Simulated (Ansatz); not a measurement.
Geometry optimisation, UKS PBE-D4/def2-SVP (Ansatz 0.2.0).

Input:

```yaml
crystal:
  periodic: [false, false, false]
  atoms:
    - { symbol: "N", position_ang: [-1.3629, 0.1325, -1.8544] }
    - { symbol: C, position_ang: [-0.831, -0.0028, -0.8786] }
    - { symbol: Si, position_ang: [0.0416, -0.2981, 0.7168] }
    - { symbol: Cl, position_ang: [2.1058, -0.8, 0.3826] }
    - { symbol: H, position_ang: [0.0964, 0.8947, 1.5921] }
magnetization:
  spin_polarized: true
  initial_magnetization: 1
basis:
  gaussian: { orbitals: def2-SVP }
hamiltonian:
  xc: pbe
  dispersion: d4
relax:
  f_tol: 0.015
  max_steps: 40
```

Command:

```bash
$ ansatz run input.yaml --threads 1 --pin off --max-ram 2048MiB --backend cpu --events-out ev --progress --plain --runs-dir out
```

Question: Where does it end, and by what steps?

Answer: It converged. After 7 steps the energy has fallen by 0.292 eV; H5 moved furthest, 0.07 Å.

```json
{"step": "0", "energy less start (eV)": "0.0000", "largest force component (eV/Å)": "6.644", "accepted": "yes"}
{"step": "1", "energy less start (eV)": "-0.2832", "largest force component (eV/Å)": "0.456", "accepted": "yes"}
{"step": "2", "energy less start (eV)": "-0.2900", "largest force component (eV/Å)": "0.186", "accepted": "yes"}
{"step": "3", "energy less start (eV)": "-0.2907", "largest force component (eV/Å)": "0.053", "accepted": "yes"}
{"step": "4", "energy less start (eV)": "-0.2899", "largest force component (eV/Å)": "0.083", "accepted": "no"}
{"step": "5", "energy less start (eV)": "-0.2916", "largest force component (eV/Å)": "0.048", "accepted": "yes"}
{"step": "6", "energy less start (eV)": "-0.2918", "largest force component (eV/Å)": "0.015", "accepted": "yes"}
{"step": "7", "energy less start (eV)": "-0.2918", "largest force component (eV/Å)": "0.003", "accepted": "yes"}
```

```xyz
5
Properties=species:S:1:pos:R:3
N -1.386 0.131 -1.854
C -0.765 0.009 -0.862
Si 0.103 -0.313 0.738
Cl 2.070 -0.824 0.347
H 0.028 0.923 1.588
```

The run took 25 s on 1 thread of Arm Neoverse V1, on a shared host, peak memory 0.16 GiB.
